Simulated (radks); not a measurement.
Pt47+, configuration [Ar] 3d10 4s2 4p1 (the NIST ground configuration). Calculated with a radial shooting solver on a logarithmic mesh with Libxc functionals: scalar-relativistic Kohn-Sham, PBE, spin-unpolarised, spherical densities, point nucleus.

Normalised radial functions P(r) = r R(r), r in bohr:

r,2p,3s,5s
0.002582,0.1043,0.6839,0.2663
0.003791,0.1951,0.8327,0.3238
0.005521,0.3560,0.9480,0.3676
0.008106,0.6430,0.9680,0.3733
0.01181,1.1055,0.7942,0.3019
0.0172,1.7942,0.3273,0.1145
0.02525,2.6893,-0.4637,-0.1973
0.03677,3.5097,-1.2865,-0.5059
0.05398,3.7935,-1.5091,-0.5359
0.07862,3.1118,-0.4501,-0.0252
0.1154,1.7012,1.5625,0.7127
0.1681,0.5376,2.6620,0.5287
0.2468,0.0730,1.8247,-0.7768
0.3595,0.0033,0.5322,-0.7184
0.5278,0.0000,0.0484,1.2582
0.7686,0.0000,0.0010,1.2977
1.128,0.0000,0.0000,0.2217
1.644,0.0000,0.0000,0.0056

2p: eigenvalue -14358.4 eV, 0 radial nodes, <r> = 0.0651 bohr, 90 % of the charge inside 0.106 bohr. 3s: eigenvalue -5536.0 eV, 2 radial nodes at r = 0.0205, 0.0862 bohr, <r> = 0.184 bohr, 90 % of the charge inside 0.269 bohr. 5s (empty): eigenvalue -1588.3 eV, 4 radial nodes at r = 0.0201, 0.0796, 0.199, 0.416 bohr, <r> = 0.610 bohr, 90 % of the charge inside 0.845 bohr.
